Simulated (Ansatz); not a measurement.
Consider the formal hydrolysis of the Si–C bond: `C[SiH]1CCO1` + H₂O → `O[SiH]1CCO1` + CH₄.

Isolated molecules relaxed with PBE0-D4/def2-TZVP in Ansatz; ΔE leaves out vibrations. CBS: MP2 limit from def2 TZ/QZ plus the TZ coupled-cluster correction, frozen cores. This one scheme is used for every species. Functionals use def2-TZVPP. Each species was taken in one conformer, which may not be the lowest.

`C[SiH]1CCO1`:

Cartesian coordinates in Å:
```
C 1.838 -0.801 0.430
Si 0.245 0.111 0.710
C -0.587 1.008 -0.711
C -1.692 -0.044 -0.467
O -1.127 -0.837 0.604
H 2.007 -1.527 1.230
H 2.682 -0.105 0.431
H 1.828 -1.336 -0.522
H 0.342 0.855 1.999
H -0.110 0.929 -1.688
H -0.902 2.037 -0.547
H -2.638 0.395 -0.139
H -1.885 -0.685 -1.332
```

H₂O:

Z-matrix (Å, degrees):
```
O
H 1 0.960
H 1 0.960 2 105.1
```

`O[SiH]1CCO1`:

Cartesian coordinates in Å:
```
O -0.983 1.858 -1.043
Si 0.227 0.843 -0.626
C -0.090 -0.979 -0.341
C 0.367 -0.636 1.091
O 0.589 0.794 0.996
H -1.790 1.831 -0.527
H 1.340 1.258 -1.509
H 0.551 -1.687 -0.865
H -1.124 -1.317 -0.409
H 1.299 -1.131 1.376
H -0.386 -0.835 1.857
```

CH₄:

Cartesian coordinates in Å:
```
C 0.000 0.000 0.000
H 0.892 0.168 -0.603
H 0.284 -0.104 1.047
H -0.499 -0.910 -0.334
H -0.677 0.847 -0.110
```

```tsv
level	ΔE (kcal/mol)
PBE-D4	-26.5
r2SCAN-D4	-29.0
PBE0	-27.3
MP2/def2-TZVPP	-28.6
```

Question: What does CCSD(T)/CBS give? (Estimate.)

Answer: Computed: -27.7 kcal/mol. The listed levels differ from it by 1.2, -1.3, 0.4, -0.9 kcal/mol.

Largest T1 diagnostic among the species: 0.012.

In def2-TZVPP, CCSD(T) changes the Hartree–Fock value by +3.3 kcal/mol (the triples alone add +0.3 kcal/mol) and MP2 by +3.0 kcal/mol. The D4 term adds +0.9 kcal/mol with B3LYP and +0.5 kcal/mol with PBE0; it sums over pairs of atoms, weighted by their polarisabilities, and B3LYP, whose exchange is more repulsive, gets the larger term.

B3LYP here is the variant with VWN-RPA as its local correlation; programs differ in this.
